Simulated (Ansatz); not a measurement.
```yaml
crystal:
  periodic: [false, false, false]
  atoms:
    - {symbol: Ga, position_ang: [-1.174140, 0.796634, -0.607504]}
    - {symbol: C, position_ang: [0.181544, -0.715209, -0.580935]}
    - {symbol: B, position_ang: [0.401632, -1.562387, 0.590417]}
    - {symbol: Si, position_ang: [0.929429, 0.284795, 0.874515]}
    - {symbol: H, position_ang: [-0.952784, 1.793442, -1.789203]}
    - {symbol: H, position_ang: [-2.444222, 0.680190, 0.290027]}
    - {symbol: H, position_ang: [0.383836, -0.921460, -1.631054]}
    - {symbol: H, position_ang: [0.546979, -2.688177, 0.930626]}
    - {symbol: H, position_ang: [-0.117008, 1.367228, 1.139013]}
    - {symbol: H, position_ang: [2.244733, 0.964944, 0.784087]}
basis:
  gaussian: {orbitals: aug-cc-pVTZ, point_charges: [{charge: 2.00, position_ang: [5.453, 0.144, 0.122]}]}
total_charge: 4
hamiltonian: {xc: {name: PBE}}
correlation: {method: rpa}
```

```sh
$ ansatz run in.yaml --threads 4 --pin off --events-out ev --progress --plain --max-ram 10444MiB
```

Output, abridged:

```
Functional definition: PBE
1935 factors; integrals over basis functions are off by at most 1.0e-3 eV
mean field evaluation 1: about -61860.4198 eV, gradient 1.7e2 eV
mean field evaluation 2: about -61860.4135 eV, gradient 1.7e2 eV
mean field evaluation 4: about -61892.8180 eV, gradient 1.2e2 eV
mean field evaluation 8: about -61950.9619 eV, gradient 3.3e1 eV
mean field evaluation 16: about -61958.6461 eV, gradient 1.5e0 eV
mean field evaluation 32: about -61956.4792 eV, gradient 1.7e1 eV
mean field evaluation 64: about -61958.6402 eV, gradient 9.1e-1 eV
mean field evaluation 128: about -61957.1696 eV, gradient 6.4e0 eV
mean field -61958.66317232 eV, -2276.9388744925 hartree, gradient 1.4e-6 eV, S^2 0.000000; 6 other end points of the search recorded, 0 dependent functions left out; unrestricted orbitals would lower it
unrestricted determinant -61903.79443032 eV, -2274.9224854154 hartree, S^2 1.7027
16 core orbitals not correlated: weight in the atoms' cores, before any rotation towards them, 1.000 or more for the frozen orbitals, at most 0.000 for the correlated occupied ones
reference -61898.63356130 eV, -2274.7328269770 hartree; 13, 13 occupied and 310, 310 virtual orbitals, 1935 factors
Total energy: -61925.34440840 eV, -2275.7144325026 hartree
```

Task: What is wrong with this run?

Result: The charge is far from anything that the molecule holds. Self-consistency was reached. The result belongs to that input, not to the molecule as meant.
